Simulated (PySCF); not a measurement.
A geometry optimisation on `CO[SiH2]NC=O`.

Method: PBE0-D3(BJ)/def2-SVP geometry optimisation, gas phase (PySCF 2.14.0). Start geometry: GFN2-xTB. The input is one job of a driver script: a line of settings, then coordinates in Å.

Command:
```bash
OMP_NUM_THREADS=1 python probes_run.py task.json out
```

Input:
```
{"job": {"xc": "PBE0", "basis": "def2-SVP", "d3": "d3bj", "grid": 1, "shake": 0.01, "kind": "geom"}, "charge": 0, "multiplicity": 1}
C     -2.030990     0.034420     1.723240
O     -1.088510     0.364400     0.763000
Si     0.273690    -0.444620     0.476180
N      0.934710     0.562480    -0.812860
C      2.074760     0.205480    -1.354890
O      2.702900    -0.740380    -0.969670
H     -2.455440    -0.936760     1.542860
H     -1.610580     0.088410     2.719170
H     -2.850020     0.805930     1.665800
H      1.196300    -0.404670     1.639300
H      0.036210    -1.801560     0.014910
H      0.421610     1.370340    -1.153810
H      2.401180     0.879650    -2.170860
```

Output:
```
step   0  E = -574.43247116  max force = 0.041849
step   1  E = -574.43920306  max force = 0.006890
step   2  E = -574.43946510  max force = 0.002896
step   3  E = -574.43947481  max force = 0.002701
step   4  E = -574.43949203  max force = 0.002928
step   5  E = -574.43951062  max force = 0.000853
step   6  E = -574.43951256  max force = 0.000826
step   7  E = -574.43951778  max force = 0.000198
optimisation converged
```

Energies in Eh; «max force» is the largest Cartesian gradient component in Eh/bohr.

Problem. How much energy does the optimisation release, in kcal/mol?

Solution. E(step 0) − E(last step) = 0.007047 Eh, which is 4.4 kcal/mol.

Problem. Give the first gradient maximum in eV/Å.

Solution. With 1 Eh/bohr = 51.422 eV/Å, 2.152 eV/Å.

Main results: final energy -574.43952 Eh after 7 steps; dipole 3.24 D.

Problem. Give the final coordinates.

Solution. 0.064 Å rms from the input after alignment:
```
atom  x, y, z in Å
C1    -2.3935   -0.1004    1.9400
O2    -1.4647    0.2552    0.9559
Si3   -0.0589   -0.5719    0.6396
N4     0.5894    0.3811   -0.6982
C5     1.7724   -0.0093   -1.2332
O6     2.3787   -0.9749   -0.8200
H7    -2.8025   -1.1153    1.7796
H8    -1.9578   -0.0645    2.9557
H9    -3.2336    0.6097    1.9085
H10    0.8521   -0.5482    1.8174
H11   -0.3474   -1.9722    0.2221
H12    0.1130    1.1949   -1.0719
H13    2.1423    0.6202   -2.0769
```

Problem. How long does this job take on one thread of an Arm Neoverse N1, no GPU, shared host with 64 logical CPUs at a one-minute load of 62? And the peak memory of the process?

Solution. About 76 s, with 0.51 GiB resident at the peak, the Python interpreter and its libraries included.
Labels such as C1 count atoms from 1, the log's own numbers from 0.
